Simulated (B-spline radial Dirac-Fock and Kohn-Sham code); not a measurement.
## Run log: Bi⁷⁺

ΔSCF core binding energies without Breit or QED terms, calculated with a radial atomic solver. Keys: rel is the Hamiltonian (dirac, or spin-free x2c and nr, where L3 and M5 stand for the whole 2p and 3d shells), method is hf or an exchange,correlation pair (spin-unpolarised, also for the hole states), nuc the nuclear model, radius_factor scales its radius, rmax is the box in bohr, h the logarithmic mesh step, order the B-spline order, points the quadrature points per cell, c_factor scales the speed of light, and damp, ndamp, maxit and tol steer the iteration. The run stops when the commutator error falls below 10·tol·max(1, Z/10), or the numerical noise floor, and the energy has settled to about 1e-8 Ha; the virial ratio is −V/T.

Input (task.json):

```json
{"items": [{"Z": 83, "q": 7, "cfg": [[1, 0, 2], [2, 0, 2], [2, 1, 6], [3, 0, 2], [3, 1, 6], [3, 2, 10], [4, 0, 2], [4, 1, 6], [4, 2, 10], [4, 3, 14], [5, 0, 2], [5, 1, 6], [5, 2, 8]], "A": 209, "rrms": 5.5211, "do": "settings", "holes": ["K", "L3", "M5"],
  "settings": [{"rel": "dirac", "method": "hf", "nuc": "fermi", "radius_factor": 1.0, "rmax": 45.0, "h": 0.3, "order": 8, "points": 10, "c_factor": 1.0, "maxit": 60, "damp": 0.5, "ndamp": 3, "tol": 1e-08, "cfg": "1s2 2s2 2p6 3s2 3p6 3d10 4s2 4p6 4d10 4f14 5s2 5p6 5d11"}]}]}
```

Command: `python xray2_run.py task.json out`

The program stops without a result: overfilled shell.

Question: One setting is unsound. Which, and why?

Answer: cfg puts more electrons in a shell than it can hold. With the default settings (Dirac Hartree-Fock): The ground state converged in 9 iterations, with total energy -21553.31038 Ha, virial ratio 1.85644 and highest orbital energy -124.29 eV. ΔSCF binding energies: K (1s) 91147.0 eV, L3 (2p3/2) 13569.2 eV. Holes are computed only in closed shells, and unreliable hole states are left out.
